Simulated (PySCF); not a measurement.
CH11GeNSi2.
SMILES with atom numbers: `[CH3:1][NH:2][Si@@H:3]([SiH3:4])[GeH3:5]` (hydrogens: H6, H7, H8 on C1; H9 on N2; H10 on Si3; H11, H12, H13 on Si4; H14, H15, H16 on Ge5)

Geometry (PBE0-D3(BJ)/def2-SVP, Å), atoms numbered from 1 in this order:
```xyz
16
CH11GeNSi2 angstrom
C     -2.286    0.315    0.436
N     -1.047    0.997    0.137
Si     0.441    0.659    0.975
Si     1.353   -1.480    0.563
Ge     2.017    2.325    0.333
H     -3.153    0.911    0.109
H     -2.377   -0.689   -0.023
H     -2.383    0.183    1.526
H     -0.961    1.267   -0.837
H      0.171    0.750    2.446
H      1.725   -1.612   -0.883
H      0.375   -2.569    0.884
H      2.587   -1.703    1.383
H      3.430    1.967    0.830
H      2.069    2.428   -1.205
H      1.636    3.709    0.890
```

The calculation used TDDFT CAM-B3LYP/def2-SVPD, vertical, gas phase, core orbitals frozen in the response in PySCF 2.14.0, density-fitted response routines. Relativistic effects, spin–orbit coupling among them, are left out although an element past zinc is present.

Transition dipole moments from the ground state, in atomic units and in the frame of the coordinates above (overall signs are arbitrary), for the states with f of 0.002 or more among the lowest 8:

```
state  E (hartree)      μx      μy      μz
   S1       0.1949  -0.281  -0.106  -0.030
   S2       0.2163   0.148   0.663  -0.175
   S4       0.2354   0.281  -0.151  -0.095
   S5       0.2464   0.113  -1.028  -0.185
   S6       0.2482  -0.231   0.517  -0.060
   S7       0.2540  -0.381   0.004   0.052
   S8       0.2590   0.324  -0.304   0.236
```

(1) Work out the oscillator strengths.

(2) Which bond between heavy atoms lies closest to the direction of the S5 transition dipole?

(3) What angle do the transition dipoles of S4 and S5 make?

(4) How is the summed strength of these states shared among x, y and z?

Results:

(1) f = (2/3) ΔE |μ|² with ΔE in hartree (27.2114 eV).

```json
{"state": "S1", "|μ|² (au)": "0.091", "|μ| (D)": "0.77", "f": "0.012"}
{"state": "S2", "|μ|² (au)": "0.493", "|μ| (D)": "1.78", "f": "0.071"}
{"state": "S4", "|μ|² (au)": "0.111", "|μ| (D)": "0.85", "f": "0.017"}
{"state": "S5", "|μ|² (au)": "1.103", "|μ| (D)": "2.67", "f": "0.181"}
{"state": "S6", "|μ|² (au)": "0.324", "|μ| (D)": "1.45", "f": "0.054"}
{"state": "S7", "|μ|² (au)": "0.148", "|μ| (D)": "0.98", "f": "0.025"}
{"state": "S8", "|μ|² (au)": "0.253", "|μ| (D)": "1.28", "f": "0.044"}
```

(2) Si3–Si4, at 17° from it; next Si3–Ge5 at 56°.

(3) |cos θ| = |μa·μb| / (|μa| |μb|) = 0.58, so θ ≈ 54° (taken between 0 and 90°, since the signs are arbitrary).

(4) (2/3) Σ ΔE μα² gives 0.079 for x, 0.302 for y and 0.022 for z, 0.404 in all.

The vertical ionisation energy (ΔSCF) is 8.45 eV, 1.40 eV above S8.

The run took 87 s on an Arm Neoverse V1 with one thread (shared host).

One conformer stands for the species.

Without π bonds the low states may be Rydberg-like; a valence basis with one diffuse set may place them up to an eV too high.
